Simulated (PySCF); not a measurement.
Dipole moment and polarisability of `[GeH3][O][SiH]1N[SiH2]N[SiH2]N1`

Species: GeH₁₁N₃OSi₃.
Structure used (PBE0-D3(BJ)/def2-SVP), in Å, numbered top down from 1:
```xyz
19
GeH11N3OSi3 angstrom
Ge     3.706    0.651    0.211
O      1.977    0.441    0.566
Si     0.604    0.149   -0.311
N     -0.567    1.356    0.113
Si    -2.288    1.181    0.017
N     -2.556   -0.487   -0.397
Si    -1.668   -1.900    0.099
N     -0.004   -1.416    0.126
H      4.346   -0.743    0.066
H      4.293    1.403    1.414
H      3.863    1.461   -1.089
H      0.966    0.213   -1.759
H     -0.189    2.163    0.603
H     -2.952    1.988   -1.057
H     -2.887    1.617    1.320
H     -3.304   -0.657   -1.062
H     -2.042   -2.433    1.449
H     -1.995   -2.971   -0.896
H      0.663   -2.010    0.611
```

Level: wB97X-D/def2-SVPD (PySCF), static field, nuclei fixed, core orbitals frozen in the response. The polarisability tensor in these axes (au):

```
x   143.95   3.00   1.21
y     3.00 126.25  -0.20
z     1.21  -0.20 108.98
```

Diagonalise the tensor; give its mean and Δα, where Δα² is half the sum of the squared differences of the eigenvalues.

Principal values 108.93, 125.76 and 144.48 au; mean 126.39 au = 18.73 Å³ = 20.84 × 10⁻⁴⁰ C²·m²/J; Δα = 30.80 au (24 % of the mean).

What is the dipole moment, and where does it point?

(1.28, 0.17, -0.14) D, 1.30 D in size, pointing from the negative to the positive side. Measured along this direction, the outermost atoms are H16 at the negative end and H10 and H9 at the positive end.

Give the eigenvalues of the traceless quadrupole moment Θ = ½Σq(3rr − r²1), origin at the centre of nuclear charge.

-8.52, 0.16, 8.36 D·Å. The values depend on the origin, since the dipole doesn't vanish. The electronic extent ⟨r²⟩ about the same centre is 3238 bohr², a root-mean-square distance of 2.82 Å for the 114 electrons.

Rayleigh depolarisation ratio (linearly polarised light, static tensor)?

ρ = 3Δα²/(45ᾱ² + 4Δα²) = 2846.5/(718875 + 3795.4) = 0.00394.

Sum over states: ᾱ = Σ f/ω², ω in Eh. What share falls to these 10 lowest TDDFT singlets (eV, f)? 6.66, 0.0149; 6.79, 0.0143; 6.88, 0.0003; 6.95, 0.0074; 7.29, 0.0053; 7.31, 0.0283; 7.48, 0.0046; 7.49, 0.0017; 7.61, 0.0321; 7.66, 0.0062.

They add up to 1.63 au, 1.3 % of the 126.39 au; the largest single term is 0.41 au, from the state at 7.61 eV. Terms in order: 0.25, 0.23, 0.01, 0.11, 0.07, 0.39, 0.06, 0.02, 0.41, 0.08 au. Higher excitations give the rest. The strengths listed sum to 0.115.

How large is μ²/3kT at 350 K beside α?

In Gaussian units μ²/3kT = 11.60 Å³ against 18.73 Å³, a ratio of 0.62; the Debye molar polarisation (4π/3)N_A(α + μ²/3kT) is 76.5 cm³/mol, leaving out the vibrational part.

One conformer (not necessarily the lowest) at the PBE0-D3(BJ)/def2-SVP geometry, without solvent, vibrations or thermal averaging. The calculation is non-relativistic, for germanium too.

Note: wB97X-D ran without an empirical dispersion term, which enters the total energy and its gradient alone.
